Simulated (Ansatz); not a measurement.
Geometry optimisation, RHF/def2-SVP (Ansatz 0.2.0).

Input file:

```yaml
crystal:
  periodic: [false, false, false]
  atoms:
    - { symbol: Hf, position_ang: [-0.135349, -0.255593, 0.034009] }
    - { symbol: F, position_ang: [0.053428, 0.001822, 1.975727] }
    - { symbol: O, position_ang: [1.5981, -0.495722, -0.779047] }
    - { symbol: H, position_ang: [2.434626, -0.623395, -1.186525] }
    - { symbol: O, position_ang: [-1.121491, 1.208548, -0.745354] }
    - { symbol: H, position_ang: [-1.619557, 1.902366, -1.137922] }
    - { symbol: O, position_ang: [-1.157045, -1.877681, -0.167124] }
    - { symbol: H, position_ang: [-1.657982, -2.666973, -0.261153] }
    - { symbol: Br, position_ang: [1.735205, 2.801323, 1.582954] }
    - { symbol: H, position_ang: [1.062864, 1.802505, 2.460935] }
basis:
  gaussian: { orbitals: def2-SVP }
hamiltonian:
  xc: hf
relax:
  f_tol: 0.03
  max_steps: 50
```

Launched with:

```bash
$ ansatz run input.yaml --threads 4 --pin off --max-ram 5120MiB --backend cpu --events-out ev --progress --plain --runs-dir out
```

Question: Where does it end, and by what steps?

Answer: It converged. The force dipped under the threshold on the way, but the program's further checks kept it going. After 24 steps the energy has fallen by 0.140 eV; Br9 moved furthest, 1.83 Å.

| step | energy less start (eV) | largest force component (eV/Å) | accepted |
| --- | --- | --- | --- |
| 0 | 0.0000 | 1.209 | yes |
| 1 | -0.1005 | 0.162 | yes |
| 2 | -0.1085 | 0.044 | yes |
| 3 | -0.1164 | 0.298 | yes |
| 4 | -0.1238 | 0.109 | yes |
| 5 | -0.1297 | 0.198 | yes |
| 6 | -0.1314 | 0.270 | yes |
| 7 | -0.1341 | 0.100 | yes |
| 8 | -0.1353 | 0.033 | yes |
| 9 | -0.1365 | 0.035 | yes |
| 10 | -0.1355 | 0.285 | no |
| 11 | -0.1372 | 0.057 | yes |
| 12 | -0.1376 | 0.113 | yes |
| 13 | -0.1380 | 0.061 | yes |
| 14 | -0.1384 | 0.032 | yes |
| 15 | -0.1382 | 0.174 | no |
| 16 | -0.1388 | 0.048 | yes |
| 17 | -0.1389 | 0.093 | yes |
| 18 | -0.1392 | 0.049 | yes |
| 19 | -0.1394 | 0.010 | yes |
| 20 | -0.1397 | 0.082 | yes |
| 21 | -0.1399 | 0.046 | yes |
| 22 | -0.1402 | 0.012 | yes |
| 23 | -0.1403 | 0.088 | yes |
| 24 | -0.1405 | 0.028 | yes |

```xyz
10
Properties=species:S:1:pos:R:3
Hf -0.152 -0.258 -0.255
F 0.372 0.581 1.428
O 1.457 -0.669 -1.237
H 2.223 -0.873 -1.739
O -1.248 1.000 -1.226
H -1.777 1.596 -1.721
O -1.142 -1.865 0.150
H -1.628 -2.653 0.305
Br 1.865 2.985 3.399
H 1.224 1.953 2.673
```

Run time: 71 s on 4 threads of Intel(R) Xeon(R) Platinum 8259CL CPU @ 2.50GHz (Skylake/Cascade Lake) (shared host), peak memory 0.39 GiB.
